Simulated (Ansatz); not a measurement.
Reaction (cleavage of the Ge–Si bond): `F[Si]1([GeH3])CO1` + `BNC=C` → `B[N]([GeH3])C=C` + `F[SiH]1CO1`

Gas-phase electronic energies from Ansatz, PBE0-D4/def2-TZVP geometries. CCSD(T)/CBS adds triple-zeta CCSD(T) − MP2 to the extrapolated MP2 energy (def2 sets, frozen cores). DFT in def2-TZVPP. For Ge outer-core shells are correlated without core-valence functions, which leaves a few kJ/mol of doubt a bond. Scalar relativity is left out up to krypton. Each species was taken in one conformer, which may not be the lowest.

CCSD(T)/CBS gives +4.0 kcal/mol.

(1) Another level gave +3.8 kcal/mol. Which?
A. PBE0-D4/def2-TZVPP
B. B2PLYP/def2-TZVPP
C. HF/def2-TZVPP
D. PBE/def2-TZVPP

Largest T1 diagnostic among the species: 0.013.

## Answers

(1) C. HF/def2-TZVPP 3.8, B2PLYP 5.3, PBE0-D4 8.3, PBE 10.3 kcal/mol.

From PBE to PBE0 (25 % exact exchange), in def2-TZVPP and without D4, ΔE moves by −1.3 kcal/mol. The D4 term adds −1.5 kcal/mol with B3LYP and −0.8 kcal/mol with PBE0; it sums over pairs of atoms, weighted by their polarisabilities, and B3LYP, whose exchange is more repulsive, gets the larger term.

B3LYP here is the variant with VWN-RPA as its local correlation; programs differ in this.
